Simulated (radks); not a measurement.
Values are calculated unless marked as measured or tabulated.
Problem. The table gives one normalised radial function P(r) = r R(r) of Fe3+ in [Ne] 3s2 3p5 3d5 4f1 (r in bohr). Code: a radial shooting solver on a logarithmic mesh with Libxc functionals. Model: non-relativistic Kohn-Sham, BLYP, spin-polarised, spherical densities, point nucleus; open shells are filled with parallel spins first.

| r | P |
|---|---|
| 0.003914 | 0.0000 |
| 0.005179 | 0.0000 |
| 0.006853 | 0.0001 |
| 0.009067 | 0.0001 |
| 0.012 | 0.0003 |
| 0.016 | 0.0006 |
| 0.02117 | 0.0014 |
| 0.02801 | 0.0030 |
| 0.03706 | 0.0065 |
| 0.04904 | 0.0136 |
| 0.06489 | 0.0279 |
| 0.08585 | 0.0552 |
| 0.1145 | 0.1064 |
| 0.1515 | 0.1905 |
| 0.2005 | 0.3196 |
| 0.2652 | 0.4954 |
| 0.3509 | 0.6998 |
| 0.4643 | 0.8875 |
| 0.6144 | 0.9981 |
| 0.8195 | 0.9767 |
| 1.084 | 0.8228 |
| 1.435 | 0.5886 |
| 1.898 | 0.3462 |
| 2.511 | 0.1552 |
| 3.323 | 0.0465 |
| 4.397 | 0.0083 |
| 5.864 | 0.0007 |
| 7.759 | 0.0000 |
| 10.27 | 0.0000 |
| 13.58 | 0.0000 |

Which n and l does it have? It may be an empty orbital.

Solution. n = 3, l = 2: the number of nodes gives n - l - 1 = 0, the rise at small r (about r^(l+1)) gives l, and the extent must fit the shell. The curve is that of 3d down; the table hardly tells the two spins apart. 3d down (empty): eigenvalue -52.399 eV, 0 radial nodes, <r> = 0.952 bohr, 90 % of the charge inside 1.59 bohr.
